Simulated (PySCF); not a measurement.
**A ladder of Hamiltonians for Tm⁶⁵⁺ (thulium, charge +65)**

Occupied: 1s1/2, 2s1/2. Hartree-Fock calculated with PySCF 2.14 in an even-tempered Gaussian basis (19 s from 16 bohr⁻², ratio 2.3; 15 p from 19 bohr⁻², ratio 2.3), Gaussian nucleus throughout. NR is non-relativistic, sf-X2C the spin-free one-electron X2C Hamiltonian, X2C adds the bare one-electron spin-orbit term, X2C-SNSO screens it by Boettger's factors, DC is four-component Dirac-Coulomb, and the Gaunt and Breit terms are added at first order (total energies over the DC spinors, levels after relaxing the spinors in that mean field). QED terms are absent. Levels marked empty are virtual spinors of this ion.

```csv
Hamiltonian,E (hartree)
NR,-5843.3315
sf-X2C,-6283.0504
X2C,-6283.0504
X2C-SNSO,-6283.0504
DC,-6285.9684
DC+Gaunt,-6280.1359
DC+Breit,-6280.2615
```

| level (eV) | NR | sf-X2C | X2C | X2C-SNSO | DC | DC+Gaunt | DC+Breit |
| --- | --- | --- | --- | --- | --- | --- | --- |
| 1s1/2 | -62872.9 | -67292.9 | -67292.9 | -67292.9 | -67362.9 | -67223.0 | -67224.6 |
| 2s1/2 | -15176.9 | -16527.4 | -16527.4 | -16527.4 | -16535.7 | -16519.0 | -16520.7 |
| 2p1/2 (empty) | -14784.7 | -15289.8 | -16079.2 | -16052.7 | -16061.7 | -16031.0 | -16035.2 |
| 2p3/2 (empty) | -14784.7 | -15289.8 | -14967.9 | -14976.7 | -14978.4 | -14961.8 | -14966.0 |
| 3s1/2 (empty) | -6543.4 | -6998.6 | -6998.6 | -6998.6 | -7000.8 | -6996.2 | -6996.9 |

**Question.** How large are the two-electron picture-change error of X2C and the Breit correction in the total energy?

**Answer.** X2C-1e lies 2.9180 hartree above Dirac-Coulomb; Gaunt adds 5.8325 and the full Breit term 5.7069 hartree.

```csv
interval (eV),X2C,X2C-SNSO,DC,DC+Gaunt,DC+Breit
2p3/2 − 2p1/2,1111,1076,1083,1069,1069
```

Weight of the small component: 1s1/2 0.0673, 2s1/2 0.0164, 2p1/2 0.0162, 2p3/2 0.0150, 3s1/2 0.00689.

Koopmans' value for the highest occupied level at DC+Breit: 16520.7 eV, against an ionisation energy of 16510 ± 30 eV (theoretical estimate listed by NIST; NIST Atomic Spectra Database, ionization energies); the former lacks relaxation, correlation, QED and recoil.

The whole ladder took 110 s of wall time on 1 thread of Intel(R) Xeon(R) Platinum 8375C CPU @ 2.90GHz (shared host), launched as `OMP_NUM_THREADS=1 python relrun2.py TASK.json OUT` (a driver that calls PySCF for each Hamiltonian).

Dirac-Coulomb iterations, started from the X2C spinors:

```
with_ssss True, with_gaunt False, with_breit False
light speed = 137.03599967994
init E= -6226.6589006035
cycle= 1 E= -6285.9682120878  delta_E= -59.3  |g|= 2.33  |ddm|= 0.104
cycle= 2 E= -6285.96841620711  delta_E= -0.000204  |g|= 0.00472  |ddm|= 0.000709
cycle= 3 E= -6285.96841620992  delta_E= -2.81e-09  |g|= 9.77e-06  |ddm|= 8.34e-06
```
